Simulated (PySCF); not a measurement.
Computed shifts of a molecule CH8FNSi2, PBE/pcSseg-1 run with PySCF, GIAO, gas phase, atoms alike by connectivity averaged where their shifts nearly agree, in ppm (number of nuclei): ¹⁵N: 3.2 (1). ²⁹Si: -53.7 (1), -76.8 (1). ¹³C: 83.1 (1). ¹⁹F: -307.7 (1). ¹H: 5.66 (1), 5.61 (1), 5.49 (1), 5.34 (1), 4.30 (1), 4.21 (1), 0.79 (1), -0.02 (1). References: ¹⁵N against NH3 (σ = 267.0 ppm); ²⁹Si against TMS (σ = 335.4 ppm); ¹³C against TMS (σ = 182.0 ppm); ¹⁹F against CFCl3 (σ = 133.6 ppm); ¹H against TMS (σ = 31.49 ppm), references at their B3LYP-D3(BJ)/def2-TZVP geometries, non-relativistic. Geometry: ωB97X-D3(BJ)/def2-SVP. Other conformers were not sampled.

Problem. Pick the molecule that these values belong to.
A. N[SiH2][SiH2]CF
B. C[Si@@](N)(F)[SiH3]
C. CN[Si@H](F)[SiH3]
D. N[Si@H](F)C[SiH3]

Solution. A, N[SiH2][SiH2]CF
